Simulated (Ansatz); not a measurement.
Reaction (ligand exchange at the Si–O bond): `CC(=S)O[SiH2]O` + `CN[SiH2]Cl` → `CN([SiH2]O)[SiH2]Cl` + `CC(O)=S`

Isolated molecules relaxed with PBE0-D4/def2-TZVP in Ansatz; ΔE leaves out vibrations. CCSD(T)/CBS is the MP2 limit (def2-TZVPP, def2-QZVPP) plus CCSD(T) − MP2 in def2-TZVPP, frozen cores. One conformer a species, not always the lowest.

```json
{"species": "`CC(=S)O[SiH2]O`", "CCSD(T)/CBS(def2) energy (Eh)": "-916.99335"}
{"species": "`CN[SiH2]Cl`", "CCSD(T)/CBS(def2) energy (Eh)": "-845.29269"}
{"species": "`CN([SiH2]O)[SiH2]Cl`", "CCSD(T)/CBS(def2) energy (Eh)": "-1210.82695"}
{"species": "`CC(O)=S`", "CCSD(T)/CBS(def2) energy (Eh)": "-551.45551"}
```

Problem. Work out ΔE.

Solution. ΔE = (-1210.82695) + (-551.45551) − (-916.99335) − (-845.29269) = 0.00358 Eh = +2.2 kcal/mol.

Largest T1 diagnostic among the species: 0.017.

In def2-TZVPP, CCSD(T) changes the Hartree–Fock value by −3.1 kcal/mol (the triples alone add −0.6 kcal/mol) and MP2 by −3.4 kcal/mol. The D4 term adds −1.5 kcal/mol with B3LYP and −0.8 kcal/mol with PBE0; it sums over pairs of atoms, weighted by their polarisabilities, and B3LYP, whose exchange is more repulsive, gets the larger term.

B3LYP here is the variant with VWN-RPA as its local correlation; programs differ in this.
